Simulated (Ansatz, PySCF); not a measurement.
C2H6BO2, SMILES CO[B]OC, multiplicity 2. Atoms are numbered in the order given.

```xyz
11

C      1.9521     0.5532     0.3040
O      1.3232    -0.6256    -0.1852
B     -0.0081    -0.7263    -0.3328
O     -0.8679     0.2726    -0.0233
C     -2.2710     0.1650    -0.1642
H      1.2179     1.2451     0.7440
H      2.6921     0.2660     1.0660
H      2.4757     1.0585    -0.5229
H     -2.7480     0.3189     0.8165
H     -2.6280     0.9458    -0.8542
H     -2.5645    -0.8220    -0.5557
```
Charge 0, spin multiplicity 2.

Geometry: ωB97X-D3(BJ)/def2-SVP. The isomer is the one that the SMILES or the coordinates give; other isomers of the formula were not compared. Other conformers were not sampled.

Two levels are set side by side: PBE-D3(BJ)/def2-SVP (Ansatz, an electronic-structure program) and ωB97X-D3(BJ)/def2-SVP (PySCF). Each level has its own optimised geometry; the coordinates shown are those of the second. Differences are taken from unrounded values.

```
quantity              ωB97X-D3(BJ)  PBE-D3(BJ)  PBE-D3(BJ) minus ωB97X-D3(BJ)
--------------------  ------------  ----------  -----------------------------
mean bond length (Å)         1.214       1.222                          0.007
bond C1–O2 (Å)               1.423       1.433                          0.010
bond O2–B3 (Å)               1.343       1.348                          0.004
bond B3–O4 (Å)               1.354       1.359                          0.005
bond O4–C5 (Å)               1.414       1.419                          0.005
bond C1–H6 (Å)               1.101       1.109                          0.008
bond C1–H7 (Å)               1.100       1.109                          0.009
bond C1–H8 (Å)               1.102       1.109                          0.008
bond C5–H9 (Å)               1.101       1.110                          0.008
bond C5–H10 (Å)              1.101       1.110                          0.008
bond C5–H11 (Å)              1.102       1.110                          0.009
```

GGA bonds tend to be longer and softer than those of functionals with exact exchange. Differences between two approximate levels are no errors against the true value.
